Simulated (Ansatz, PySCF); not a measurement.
This Ansatz (a quantum-chemistry and plane-wave program) input computes a r2SCAN/def2-TZVPD energy:

Ansatz 0.2 input:
```yaml
crystal:
  periodic: [false, false, false]
  atoms:
    - {symbol: N, position_ang: [-0.05786237, -0.03195295, -0.51104199]}
    - {symbol: N, position_ang: [-0.06063369, -0.00522076, 0.65553282]}
    - {symbol: H, position_ang: [0.82947243, 0.26021596, -1.01143575]}
basis:
  gaussian:
    orbitals: def2-TZVPD
hamiltonian:
  xc: {name: r2SCAN}
magnetization: {spin_polarized: true, initial_magnetization: 1}
output: {forces: true}
```

Task: Write an input for the same energy in PySCF and say what it gives.

Result: 
```python
from pyscf import gto, scf, dft

mol = gto.M(
    atom='''
    N    -0.05786237   -0.03195295   -0.51104199
    N    -0.06063369   -0.00522076    0.65553282
    H     0.82947243    0.26021596   -1.01143575
    ''',
    basis='def2-tzvpd',
    charge=0,
    spin=1,
    verbose=4,
)

mf = dft.UKS(mol, xc='r2scan').density_fit(auxbasis='def2-universal-jkfit')
mf.grids.level = 4
mf.conv_tol = 1e-9
mf.max_cycle = 100
mf.max_memory = 1500
mf.kernel()
if not mf.converged:
    mf = mf.newton()
    mf.kernel(mf.make_rdm1())
for _ in range(2):
    mo, _, stable, _ = mf.stability(return_status=True)
    if stable:
        break
    mf.kernel(mf.make_rdm1(mo, mf.mo_occ))
mf.analyze()
```
It gives -110.01901 Eh, and Ansatz -110.01899 Eh, a difference of 0.02 mEh, from the treatment of integrals and grids.

It need not be the lowest isomer of its formula.
